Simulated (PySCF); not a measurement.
C4H4O, SMILES c1ccoc1.

Geometry: r2SCAN-D4/def2-SVP.

All values below come from TDA-LC-ωPBE/def2-SVPD (PySCF 2.14.0).

Vertical excitations. Gas-phase values at a fixed geometry. State labels are in the subgroup C2v.

Estimate the UV-visible absorptions. (An estimate is asked for; the answer gives what the named calculation found.)


| state | symmetry | energy (eV) | λ (nm) | f | main pairs |
|---|---|---|---|---|---|
| S1 | B2 | 6.78 | 183 | 0.232 | HOMO→LUMO 93 % |
| S2 | A2 | 7.27 | 171 | 0.000 | HOMO→LUMO+1 92 % |
| S3 | A1 | 7.39 | 168 | 0.000 | HOMO−1→LUMO 54 %, HOMO→LUMO+5 44 % |
| S4 | B1 | 8.02 | 155 | 0.069 | HOMO→LUMO+2 82 %, HOMO−1→LUMO+1 14 % |
| S5 | A2 | 8.40 | 148 | 0.000 | HOMO→LUMO+3 93 % |
| S6 | A2 | 8.60 | 144 | 0.000 | HOMO→LUMO+6 67 %, HOMO→LUMO+8 15 % |
| S7 | B1 | 8.80 | 141 | 0.004 | HOMO→LUMO+4 68 %, HOMO−1→LUMO+1 11 % |
| S8 | A2 | 8.87 | 140 | 0.000 | HOMO→LUMO+8 74 %, HOMO→LUMO+6 14 % |
| S9 | B1 | 8.95 | 139 | 0.006 | HOMO−1→LUMO+1 55 %, HOMO→LUMO+4 16 % |
| S10 | B1 | 9.02 | 137 | 0.004 | HOMO−2→LUMO 91 % |
| T1 | B2 | 3.91 | 317 | 0 | HOMO→LUMO 90 % |
| T2 | A1 | 5.28 | 235 | 0 | HOMO−1→LUMO 48 %, HOMO→LUMO+5 48 % |
| T3 | A1 | 6.57 | 189 | 0 | HOMO−1→LUMO 49 %, HOMO→LUMO+5 45 % |
| T4 | A2 | 7.15 | 173 | 0 | HOMO→LUMO+1 89 % |
Triplets are in the Tamm–Dancoff approximation.
